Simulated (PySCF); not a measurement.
PySCF input file for Be(OH)(SMe) (CH4BeOS), SMILES C[S][Be][OH], PBE0/pcSseg-1. Coordinates come from a PBE0-D3(BJ)/def2-SVP optimisation. Other conformers were not sampled.

```python
import numpy as np
from pyscf import gto, scf, dft
from pyscf.prop.nmr import rks as nmr

mol = gto.M(
    atom='''
    Be   -0.59986747    0.56590009    0.70292852
    O    -1.58634197    1.49699130    1.09585629
    H    -2.51335216    1.52256150    1.31949808
    S     0.74978094   -0.66931541    0.18657264
    C     0.62451247   -0.56248186   -1.63873487
    H    -0.35444764   -0.90580368   -1.99965163
    H     1.39632210   -1.22786712   -2.04834981
    H     0.81811335    0.45551637   -2.00281413
    ''',
    basis='pcSseg-1',
    charge=0,
    spin=0,
    max_memory=1600,
    verbose=3,
)
mf = dft.RKS(mol, xc='pbe0')
mf.grids.level = 3
mf.conv_tol = 1e-10
mf.max_cycle = 100
mf.kernel()
n = nmr.NMR(mf)
n.verbose = 2
n.max_cycle_cphf = 60
sigma = n.kernel()
print('atom   isotropic/ppm   span/ppm')
for i, s in enumerate(sigma):
    w = np.linalg.eigvalsh((s + s.T) / 2)
    print(f'{mol.atom_symbol(i):2s}{i + 1:3d} {w.mean():14.3f} {w[2] - w[0]:11.3f}')
```

It prints:

```
converged SCF energy = -528.436064515011
atom   isotropic/ppm   span/ppm
Be  1         99.832      91.922
O   2        288.370     173.047
H   3         29.045      21.936
S   4        742.029     200.109
C   5        175.077      25.175
H   6         29.294      13.859
H   7         29.427      14.001
H   8         29.268      13.905
```

The calculation finished and met its thresholds.
